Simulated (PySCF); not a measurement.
MH2+ across group 13

Level: PBE0, basis family def2-TZVP, scalar-relativistic core potentials from Rb on and no relativity for lighter atoms.

Each entry is the lowest minimum that a search over a few typed start shapes (and spin states, where more than one is plausible) found, or that minimum re-optimised at the stated level; isomers with ligand–ligand bonds, or fragments after loss of a ligand pair, can lie lower. Open shells are unrestricted; no spin–orbit coupling; PySCF with density fitting.

```tsv
molecule	2S+1	point group	mean bond to the central atom (Å)	gap (eV)	distinct angles (°)	lowest ω (cm⁻¹)
BH₂⁺	1	D∞h	1.179	9.71	180	991
AlH₂⁺	1	D∞h	1.554	8.04	180	554
GaH₂⁺	1	D∞h	1.528	8.32	180	678
InH₂⁺	1	D∞h	1.666	7.89	180	652
TlH₂⁺	1	D∞h	1.660	8.16	180	804
```

The bond length does not run in one direction; the largest change, 0.375 Å, falls between BH₂⁺ and AlH₂⁺ among the members listed.

Spin–orbit coupling can matter for TlH₂⁺.

Left out of the table are members whose search was unfinished or whose lowest solution was spin-contaminated, unstable, very soft or bonded differently.
